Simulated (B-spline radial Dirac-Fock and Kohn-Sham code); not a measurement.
# K-line shifts caused by a second vacancy in Yb⁺

System: Yb⁺ in the configuration [Xe] 4f14 6s1, inside a Watson sphere of charge -1 and radius 2.4 Å (a model of the Madelung potential; inside it an electron's potential energy is raised by 6.0 eV).

Model: multi-electron Dirac-Fock with separately optimised hole states, Breit and Lamb-shift corrections added in first order. Program: a B-spline atomic structure program. Each two-hole energy is an average over J within one jj subconfiguration, not an observable level; in light atoms, where LS coupling holds, the j-resolved values are not observed lines, and for a K spectator the Kα1 hypersatellite is nearly forbidden. Correlation and solid-state effects are left out.

Lines without a spectator: Kα2 (K-L2) 51349.9 eV, Kα1 (K-L3) 52385.1 eV, Kβ3 (K-M2) 59151.2 eV, Kβ1 (K-M3) 59374.0 eV. Shifts in eV with one spectator hole (a dash: not computed, or left out as unreliable):

```tsv
spectator hole	Kα2	Kα1	Kβ3	Kβ1
K (1s)	+904.0	+964.4	+1168.1	+1182.0
L2 (2p1/2)	+113.0	+150.2	–	+291.5
L3 (2p3/2)	+89.8	+96.8	+227.0	–
M2 (3p1/2)	–	+23.24	+46.1	+54.6
M3 (3p3/2)	+13.54	–	+40.7	+40.9
M4 (3d3/2)	+4.66	+1.28	–	–
M5 (3d5/2)	-0.41	+3.29	–	–
```
